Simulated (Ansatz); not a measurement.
Input for Ansatz (a quantum-chemistry and plane-wave program): R-CCSD(T)/cc-pVDZ on C2H6BN (SMILES C=CBN), a point of a torsion scan.

Ansatz 0.2 input:
```yaml
crystal:
  periodic: [false, false, false]
  atoms:
    - {symbol: C, position_ang: [1.41035171, 0.50270209, 0.31349807]}
    - {symbol: C, position_ang: [0.79087226, -0.59832171, -0.09924006]}
    - {symbol: B, position_ang: [-0.73488495, -0.67435093, -0.43057907]}
    - {symbol: N, position_ang: [-1.66236551, 0.24091169, 0.09022900]}
    - {symbol: H, position_ang: [0.87132887, 1.41228779, 0.53435914]}
    - {symbol: H, position_ang: [2.48218738, 0.56557985, 0.43012388]}
    - {symbol: H, position_ang: [1.41349387, -1.46163164, -0.31196281]}
    - {symbol: H, position_ang: [-1.09562689, -1.36848117, -1.30990558]}
    - {symbol: H, position_ang: [-2.24186874, 0.81722829, -0.49384860]}
    - {symbol: H, position_ang: [-1.34792682, 0.80411345, 0.87131616]}
basis:
  gaussian:
    orbitals: cc-pVDZ
magnetization: {spin_polarized: false}
correlation: {method: ccsd_t, electrons: outside_noble_gas}
scf: {lower_state_search: off}
```

Output:

```
WARN ansatz: RAYON_NUM_THREADS=1 ignored (pool sized by the plan → 1); use --threads N
Functional definition: HF
these checks for a lower state are left out or cut short: stability, starts, cluster_reference, orbital_swaps, neighbouring_geometries, increment
integrals: 0.08 GiB planned
788 factors; integrals over basis functions are off by at most 1.1e-3 eV
mean field: 0.15 GiB planned
mean field evaluation 1: about -4306.9107 eV, gradient 3.3e1 eV
mean field evaluation 2: about -4306.9120 eV, gradient 3.3e1 eV
mean field evaluation 4: about -4309.8115 eV, gradient 3.3e0 eV
mean field evaluation 8: about -4309.8470 eV, gradient 1.1e-4 eV
mean field -4309.84701460 eV, -158.3839564673 hartree, gradient 2.6e-6 eV, S^2 0.000000; 0 other end points of the search recorded, 0 dependent functions left out
4 core orbitals not correlated
reference -4309.84701460 eV, -158.3839564673 hartree; 11, 11 occupied and 71, 71 virtual orbitals, 788 factors
second order -14.17035234 eV of doubles, -0.00000000 eV of singles
coupled cluster: 0.26 GiB planned
cycle   1  -14.91889352 eV  change   -7.5e-1 eV  update   8.7e-2
cycle   2  -15.33522977 eV  change   -4.2e-1 eV  update   2.8e-2
cycle   3  -15.42198261 eV  change   -8.7e-2 eV  update   1.5e-2
cycle   4  -15.41882853 eV  change    3.2e-3 eV  update   5.3e-3
cycle   5  -15.41876246 eV  change    6.6e-5 eV  update   2.7e-3
cycle   6  -15.41904096 eV  change   -2.8e-4 eV  update   9.7e-4
cycle   7  -15.41875870 eV  change    2.8e-4 eV  update   3.8e-4
cycle   8  -15.41879420 eV  change   -3.6e-5 eV  update   1.3e-4
cycle   9  -15.41879056 eV  change    3.6e-6 eV  update   3.6e-5
cycle  10  -15.41877635 eV  change    1.4e-5 eV  update   1.6e-5
perturbative correction -0.50128639 eV, -0.0184219349 hartree
Total energy: -4325.76707733 eV, -158.9690079816 hartree
Checks for a lower state left out: stability, starts, cluster_reference, orbital_swaps, neighbouring_geometries, increment
```

The calculation finished and met its thresholds.

Cost: about 10 core-seconds (a rough figure).
